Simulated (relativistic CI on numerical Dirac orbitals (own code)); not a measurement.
# What each ingredient does to the levels of Yb3+

Base calculation: Dirac-Coulomb-Breit CI, orbitals from a KLI potential per configuration, model QED (radiative potential, 1s self-energy scaled to tabulated hydrogen-like ionisation energies), valence Slater integrals scaled by 0.85, P86 correlation energy added to each configuration.

Configurations in the expansion (outside the closed core [Kr] 4d10 5s2): 4f13 5p6, 4f12 5p6 5d, 4f12 5p6 6s, 4f13 5p5 5d, 4f12 5p6 6p, 4f14 5p5, 4f12 5p6 5f, 4f12 5p6 6d, 4f12 5p6 7s, 4f13 5p5 5f, 4f12 5p6 7p, 4f13 5p5 5g, 4f12 5p6 5g, 4f13 5p5 6s, 4f12 5p6 7d, 4f12 5p6 8s, 4f12 5p6 6f, 4f11 5p6 5d 6p, 4f12 5p6 8p, 4f13 5p5 6p, 4f11 5p6 6s 6p, 4f13 5p5 6d, 4f13 5p5 7s. Double excitations out of closed p, d and f shells are left out; levels of such configurations are missing from the list, as are those of other unlisted configurations, and high levels can miss mixing partners.

The lowest level and the first level of each name with at least 55 % of one term (blank where a level has no safe partner in the second run):

| Level | Base (cm⁻¹) | Shift (cm⁻¹) |
| --- | --- | --- |
| 4f13 5p6 2F°_7/2 | 0.0 | 0.0 |
| 4f13 5p6 2F°_5/2 | 9838.3 | -77.7 |
| 4f12 5p6 5d 4F_9/2 | 61696.0 | +2268.6 |
| 4f12 5p6 5d 4G_11/2 | 65987.4 | +1802.0 |
| 4f12 5p6 5d 4F_7/2 | 67353.2 | +1938.8 |
| 4f12 5p6 5d 4K_17/2 | 67484.5 | +1884.0 |
| 4f12 5p6 5d 4I_15/2 | 71709.0 | +1407.2 |
| 4f12 5p6 5d 4F_5/2 | 74161.8 | +1861.7 |
| 4f12 5p6 5d 2F_7/2 | 74776.3 | +1385.2 |
| 4f12 5p6 5d 4K_15/2 | 78006.1 | +1732.8 |
| 4f12 5p6 5d 4I_13/2 | 81953.5 | +1256.0 |
| 4f12 5p6 5d 4D_1/2 | 84674.1 | +682.5 |
| 4f12 5p6 5d 4P_3/2 | 88449.6 | +392.5 |
| 4f12 5p6 5d 4P_1/2 | 89700.6 | +27.7 |
| 4f12 5p6 5d 2P_1/2 | 90261.3 | +28.3 |

Correlation outside the listed configurations is missing or only estimated: errors of thousands of cm⁻¹ between configurations and terms are usual at this charge. Rates and lifetimes follow the computed energies and can be off by large factors. The fine structure of a lone outer electron comes out too small, for d and f at times inverted, and misplaced configurations move strength between like terms. 1 of the 65 excited levels that our extract of the measured tables holds in this range could be paired (the sources list more); they are missed by 376 cm⁻¹ on average and 376 at most, and levels without a partner can miss by more.

(1) One thing was changed in a second run, which moved the levels as shown. Which?
A. Slater integrals left unscaled
B. configuration mixing switched off
C. Breit term removed
D. only the first 3 configurations
E. QED terms removed
F. valence Slater integrals scaled by 0.75

Results:

(1) F. Valence Slater integrals scaled by 0.75. Scaling acts on the splittings between terms and on the mixing, and leaves the fine structure of pure LS terms nearly alone; in jj coupling it moves the levels of one term differently.

LS names give the leading component of a level, which can be under half, so a name can repeat, a term be missing and a line seem to break the LS rules.
